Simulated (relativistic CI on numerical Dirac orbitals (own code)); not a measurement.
# Ag3+: 4s photoemission

Computed with this model: Dirac-Coulomb-Breit CI, separate exchange-only KLI orbitals for each configuration, model QED, valence Slater integrals scaled by 0.7, multiplet model of photoemission in the sudden approximation; configurations [Kr] 4d8 → [Ar] 3d10 4s 4p6 4d8; 300 K; Lorentzian 2 eV and Gaussian 0.6 eV FWHM. Energies are those of the free ion, without screening or charge transfer. The energies are binding energies and can lie tens of eV above those of solids. Without intra-shell correlation the exchange splitting of an s hole comes out too large, often by half or more. S is read from ⟨S²⟩ = S(S + 1).

Computed curve for free ion, scaled to 100 at the maximum (points under 2 are left out and the grid is thinned):

Energy (eV), Intensity and a bar:
```
    142.6        2.0 
    143.0        2.2 
    143.6        2.6 
    144.0        2.9 
    144.6        3.5 
    145.0        3.9 #
    145.4        4.5 #
    146.0        5.7 #
    146.4        6.8 #
    147.0        9.1 ##
    147.4       11.3 ###
    148.0       16.5 ####
    148.4       22.2 ######
    148.8       31.0 #########
    149.4       53.9 ################
    149.8       76.4 #######################
    150.4      100.0 ##############################
    150.8       92.0 ############################
    151.2       71.3 #####################
    151.8       43.5 #############
    152.2       32.8 #########
    152.8       25.6 #######
    153.2       25.0 #######
    153.6       27.4 ########
    154.2       36.1 ##########
    154.6       43.6 #############
    155.2       46.8 ##############
    155.6       39.0 ###########
    156.0       28.5 ########
    156.6       17.0 #####
    157.0       12.5 ###
    157.6        8.4 ##
    158.0        6.7 #
    158.6        5.1 #
    159.0        4.3 #
    159.4        3.7 #
    160.0        3.0 
    160.4        2.7 
    161.0        2.2 
    161.4        2.0
```

The ground state has S = 0.99, and the centroid lies at 151.86 eV.
